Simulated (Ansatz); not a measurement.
`C[SiH2][CH2][AlH][SH]` + `[SH][SbH2]` → `C[SiH2][S][SbH2]` + `[CH3][AlH][SH]`  (ligand exchange at the Si–C bond)

Gas-phase electronic energies from Ansatz, PBE0-D4/def2-TZVP geometries. CBS: MP2 limit from def2 TZ/QZ plus the TZ coupled-cluster correction, frozen cores. This one scheme is used for every species. DFT in def2-TZVPP. Elements past krypton have def2 core potentials. For Sb outer-core shells are correlated without core-valence functions, which leaves a few kJ/mol of doubt a bond. One conformer a species, not always the lowest.

`C[SiH2][CH2][AlH][SH]`:

Z-matrix (Å, degrees):
```
C
Si 1 1.873
H 1 1.092 2 111.0
H 1 1.094 2 111.1 3 119.6
H 1 1.093 2 111.0 3 -119.9
C 2 1.867 1 111.4 3 177.3
H 2 1.493 1 109.1 3 -62.7
H 2 1.492 1 109.3 3 54.0
Al 6 1.945 2 114.1 1 52.8
H 6 1.096 2 109.9 1 -70.1
H 6 1.098 2 108.1 1 173.5
S 9 2.186 6 119.5 2 48.0
H 9 1.582 6 124.8 2 -130.6
H 12 1.345 9 93.7 6 -0.7
```

`[SH][SbH2]`:

Z-matrix (Å, degrees):
```
Sb
S 1 2.426
H 1 1.710 2 94.5
H 1 1.710 2 94.3 3 90.8
H 2 1.342 1 93.1 3 133.7
```

`C[SiH2][S][SbH2]`:

```xyz
11

C     0.301    0.156   -2.213
Si    0.639    0.071   -0.382
S    -1.242   -0.124    0.615
Sb   -0.372   -0.199    2.882
H    -0.203   -0.750   -2.556
H    -0.332    1.014   -2.450
H     1.240    0.257   -2.764
H     1.340    1.298    0.086
H     1.513   -1.090   -0.055
H    -1.538    0.894    3.493
H    -1.346   -1.528    3.342
```

`[CH3][AlH][SH]`:

```xyz
8

C     1.066   -0.345    0.785
Al   -0.613   -0.114   -0.167
S    -0.740    1.470   -1.671
H     0.922   -0.215    1.862
H     1.832    0.362    0.460
H     1.457   -1.357    0.642
H    -1.906   -0.998    0.072
H    -2.018    1.196   -1.983
```

| level | ΔE (eV) |
| --- | --- |
| PBE-D4 | -0.58 |
| ωB97X-V | -0.56 |

(1) What does CCSD(T)/CBS give? (An estimate is asked.)

Largest T1 diagnostic among the species: 0.013.

Answers

(1) The calculation gave: -0.58 eV. The listed levels differ from it by 0.00, 0.02 eV.
